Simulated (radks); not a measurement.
Fractional charge and spin in the 6s shell of thallium: the spin-up occupation runs from 0 to 1 and the spin-down occupation from 0 to 1; the fullest corner is Tl, [Xe] 4f14 5d10 6p(up 0.5, down 0.5) 6s(up 1, down 1). Method: scalar-relativistic Kohn-Sham, LDA (Slater exchange, Perdew-Wang correlation), spin-polarised, spherical densities, finite nucleus; Fermi nuclear charge, rms radius of each element as measured or else 0.836 A^(1/3) + 0.57 fm; computed with a radial shooting solver on a logarithmic mesh with Libxc functionals. Energy (eV) above the fullest corner. The planes named below are the two flat planes that join the four corners, with an edge along up + down = one added electron.

down \ up,0,0.25,0.5,0.75,1
0,36.158,29.698,23.791,18.430,13.605
0.25,29.698,23.836,18.517,13.731,9.468
0.5,23.791,18.517,13.773,9.549,5.831
0.75,18.430,13.731,9.549,5.870,2.681
1,13.605,9.468,5.831,2.681,0.000

Corners above the fullest one (they belong to Tl+ and the next ion): (up 1, down 0) 13.605 eV, (up 0, down 1) 13.605 eV, (up 0, down 0) 36.158 eV. With half an added electron in each spin the energy lies 0.168 eV from the planes, and with half an added electron in spin up alone -1.090 eV. The planes are only a guide here: the flat-plane condition holds for ground states with one frontier orbital, while this shell lies below other occupied shells, so the corners above the fullest one are inner-hole states and not the ground states of those ions.
